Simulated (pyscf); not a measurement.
Structures and frequencies: ωB97X-D3(BJ)/def2-SVP in PySCF.

**Question.** What is the homolytic dissociation enthalpy (298 K, ωB97M-D3(BJ)/def2-TZVP) of the B–O bond of H₃Si–O–SiH₂–O–B(Br)–Br, to •O–SiH₂–O–SiH₃ + [Br–B–Br]•?

**Answer.** B–O to •O–SiH₂–O–SiH₃ + [Br–B–Br]•: 621.2 kJ/mol. The 7 functionals that were run give +575.2 (PBE) to +625.1 kJ/mol (M06-2X). The radicals are drawn with the spin at the cut bond; how far it spreads was not checked. •O–SiH₂–O–SiH₃ lies 103.6 kJ/mol over its isomer HO–SiH₂–O–SiH₂• (electronic energy, ωB97M-D3(BJ)/def2-TZVP). Elements up to Kr have no core potential and no relativistic terms here.
